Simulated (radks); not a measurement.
The numbers below are computed, except where a source is named.
Question: The zinc ion Zn2+ is in [Ar] 3d10. Level of theory: scalar-relativistic Kohn-Sham, r2SCAN, spin-polarised, spherical densities, finite nucleus; meta-GGA in the generalised Kohn-Sham scheme; Fermi nuclear charge, rms radius of each element as measured or else 0.836 A^(1/3) + 0.57 fm (a radial shooting solver on a logarithmic mesh with Libxc functionals). Open shells are filled with parallel spins first. One electron is removed from 3d, 3p, 3s, 2p in turn, with full relaxation. Which removal costs least, and what does each cost?

Answer: 3d 40.390 eV; 3p 117.02 eV; 3s 164.55 eV; 2p 1062.0 eV. The 3d electron leaves first.
